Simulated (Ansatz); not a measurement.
A structure relaxed at PBE0-D4/def2-TZVP, charge 0, multiplicity 1:

```tsv
atom	x (Å)	y (Å)	z (Å)
F1	-2.263	-0.664	1.152
Ga2	-0.491	-0.665	1.202
N3	0.052	-1.209	-0.644
Ga4	0.754	0.608	-1.090
F5	-0.399	1.242	-2.278
N6	0.016	1.195	0.673
H7	0.283	-1.304	2.389
H8	-0.764	-1.428	-1.209
H9	0.695	-1.987	-0.727
H10	2.288	0.747	-1.302
H11	0.640	1.698	1.291
H12	-0.811	1.770	0.543
```

Problem. Give its formula and SMILES.

Solution. F2Ga2H6N2, `[F][Ga@H-]1[NH2+][Ga@@H-]([F])[NH2+]1`.

Problem. Point group (tolerance 0.08 Å, 0.16 Å for H)?

Solution. C2v.

Problem. Summarise the bond lengths by kind.

Solution. 2 × F–Ga 1.773 Å; 4 × Ga–N 1.999 Å; 2 × Ga–H 1.555 Å; 4 × H–N 1.012 to 1.016 Å.

Results of the Gaussian-basis code of Ansatz.
